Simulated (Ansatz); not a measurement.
Reaction (ligand exchange at a B–N bond): `B[N](C)[ZnH]` + `NC(F)S` → `BNC(F)S` + `C[NH][ZnH]`

Computed with Ansatz on PBE0-D4/def2-TZVP structures; ΔE is electronic, products minus reactants. CBS: MP2 limit from def2 TZ/QZ plus the TZ coupled-cluster correction, frozen cores. Functionals use def2-TZVPP. For Zn outer-core shells are correlated without core-valence functions, which leaves a few kJ/mol of doubt a bond. Scalar relativity is left out up to krypton. One conformer a species, not always the lowest.

```csv
level,ΔE (kJ/mol)
ωB97M-V,24.8
MP2/def2-TZVPP,27.3
SCS-MP2/def2-TZVPP,26.6
MP2/CBS(def2),24.1
```

What does CCSD(T)/CBS give? (Best estimate.)

The calculation gave: +25.2 kJ/mol. The listed levels differ from it by -0.4, 2.1, 1.4, -1.1 kJ/mol.

Largest T1 diagnostic among the species: 0.016.
